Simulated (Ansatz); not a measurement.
Wavefunction ladder for Cl₂H₅NO₂Si₂ (`O[SiH](O)N[SiH](Cl)Cl`)

Z-matrix (Å, degrees):
```
Si
O 1 1.637
N 1 1.718 2 107.4
O 1 1.630 2 108.9 3 -116.9
H 1 1.483 2 111.4 3 121.5
H 2 0.960 1 118.2 3 -69.1
Si 3 1.700 1 125.9 2 -3.8
H 3 1.010 1 118.4 2 173.4
H 4 0.958 1 118.1 2 -69.3
Cl 7 2.060 3 111.2 1 62.4
Cl 7 2.043 3 107.6 1 -179.2
H 7 1.470 3 114.7 1 -57.7
```

The species carries charge 0 and has multiplicity 1. All single points use the PBE0-D4/def2-TZVP geometry. It is one conformer, not always the lowest. Frozen core, restricted reference, Ansatz. CBS rows extrapolate triple and quadruple zeta; past MP2 they add the triple-zeta difference.

```tsv
basis	HF (Eh)	MP2 corr.	CCSD corr.	(T)	CCSD(T) total
def2-TZVPP	?	?	?	-0.05318	?
def2-QZVPP	-1704.44962	-1.41303	–	–	–
CBS(def2)	-1704.45714	-1.49767	?	as TZ	?
```

Fill in the withheld values. (An estimate is asked.)

The calculation gave: def2-TZVPP HF (Eh): -1704.39502; def2-TZVPP MP2 corr.: -1.29877; def2-TZVPP CCSD corr.: -1.35309; def2-TZVPP CCSD(T) total: -1705.80129; CBS(def2) CCSD corr.: -1.55199; CBS(def2) CCSD(T) total: -1706.06231.
